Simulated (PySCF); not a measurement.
# One molecule, several mistakes: BCClH5Si cation

These are calculations, not measurements. They come from PySCF 2.14.0, an open-source quantum chemistry program, on an isolated molecule that a program drew, which may never have been made. The molecule is BCClH5Si cation (charge +1, singlet), drawn as the SMILES string `BC[SiH+]Cl`.

Each row is a Hartree-Fock (HF) and frozen-core CCSD(T) single point in the cc-pV(D+d)Z basis, meant for a local HF minimum. Run 1 is clean. Each other run has one planted mistake out of seven kinds, and not every kind appears here: one electron removed, one electron added, multiplicity raised by two, geometry at a saddle point, minimal basis STO-3G, one bond length entered in bohr, all coordinates scaled. The reference is restricted for singlets and unrestricted otherwise, and also for a bond in bohr. Adding or removing an electron swaps singlet and doublet. Electrons count all cores. HOMO and LUMO are orbital energies over both spins, the gradient is its largest component, and the lowest frequency (negative if imaginary) is given only where the gradient is small. Bond lengths are over the 8 bonds as drawn. T1 is the CCSD diagnostic: over 0.02 (restricted) or 0.045 (unrestricted) a single reference is doubtful.

Geometry of the clean run:
```xyz
9
BCClH5Si cation, angstrom
B    -0.3179   -0.6862    1.0562
C     0.4028   -0.6577   -0.3887
Si   -0.6642   -0.2787   -1.7977
Cl   -2.0614   -1.5311   -2.3913
H    -1.4247   -1.1225    1.1546
H     0.2990   -0.3067    1.9982
H     0.6911   -1.7185   -0.5022
H     1.3045   -0.0429   -0.4150
H    -0.5958    0.9620   -2.5622
```

| run | electrons | basis functions | <S^2> | HOMO (eV) | LUMO (eV) | gradient (hartree/bohr) | lowest frequency (cm^-1) | mean bond (Å) | longest bond (Å) | T1 | HF (hartree) | CCSD(T) (hartree) | mistake |
|---|---|---|---|---|---|---|---|---|---|---|---|---|---|
| 1 | 46 | 99 | 0.000 | -17.52 | -4.98 | 2.4e-05 | 60 | 1.4285 | 1.968 | 0.0128 | -813.66072 | -814.16568 | no fault |
| 2 | 46 | 99 | 0.656 | -14.50 | -5.05 | 2.4e-02 | - | 1.5613 | 2.256 | 0.0599 | -813.53488 | -814.04169 | one bond length entered in bohr |
| 3 | 47 | 99 | 0.769 | -6.59 | 2.03 | 4.0e-02 | - | 1.4285 | 1.968 | 0.0126 | -813.87304 | -814.38995 | one electron added |
| 4 | 46 | 33 | 0.000 | -16.69 | -3.06 | 4.0e-02 | - | 1.4285 | 1.968 | 0.0128 | -804.68639 | -804.85868 | minimal basis STO-3G |
| 5 | 46 | 99 | 0.000 | -17.65 | -4.82 | 2.4e-02 | - | 1.3885 | 1.913 | 0.0121 | -813.65373 | -814.15554 | ? |
| 6 | 45 | 99 | 0.768 | -22.81 | -15.14 | 1.3e-01 | - | 1.4285 | 1.968 | 0.0430 | -813.05876 | -813.55026 | ? |

**Which mistake was planted in run 5, and what did it cost?**

The mean and the longest bond both change by the same factor, 0.972, and the gradient is no longer small. So the mistake is: all coordinates scaled. Subtracting run 1 and multiplying by 627.51 kcal/mol a hartree, the energy moved by 4.4 kcal/mol in HF and 6.4 kcal/mol in CCSD(T).

**Which mistake was planted in run 6, and what did it cost?**

It counts 45 electrons, one fewer than the clean run, at the same geometry and basis. So the mistake is: one electron removed. Subtracting run 1 and multiplying by 627.51 kcal/mol a hartree, the energy moved by 377.7 kcal/mol in HF and 386.2 kcal/mol in CCSD(T).

Cautions from the logs. Run 2: T1 is over the limit, so its CCSD(T) energy is less reliable.
